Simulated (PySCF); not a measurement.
A run for PySCF: R-B3LYP/LANL2DZ on AlH5Si (SMILES [AlH2][SiH3]), a point of a torsion scan.

```python
from pyscf import gto, scf, dft, mp
from pyscf.data.elements import chemcore

mol = gto.M(
    atom='''
    Al    1.38182170    0.08991230   -0.00095651
    Si   -1.03478948   -0.05617005    0.00593150
    H     2.36943898   -1.12639916   -0.00135863
    H     2.23417889    1.40389442    0.00622143
    H    -1.54171023   -1.36767567    0.47533096
    H    -1.69967314    0.13300928   -1.30458110
    H    -1.70976372    0.92572941    0.88712763
    ''',
    basis='lanl2dz',
    ecp={'Al': 'lanl2dz', 'Si': 'lanl2dz'},
    charge=0, spin=0, verbose=3, max_memory=1800)
mf = dft.RKS(mol, xc='b3lyp')
mf.conv_tol = 1e-8
mf.max_cycle = 100
mf.kernel()
if not mf.converged:
    mf = mf.newton().run(mf.mo_coeff, mf.mo_occ)
```

It printed:

```
converged SCF energy = -8.84184703769681
```

The run converged.

Cost: roughly 1.9 core-seconds.
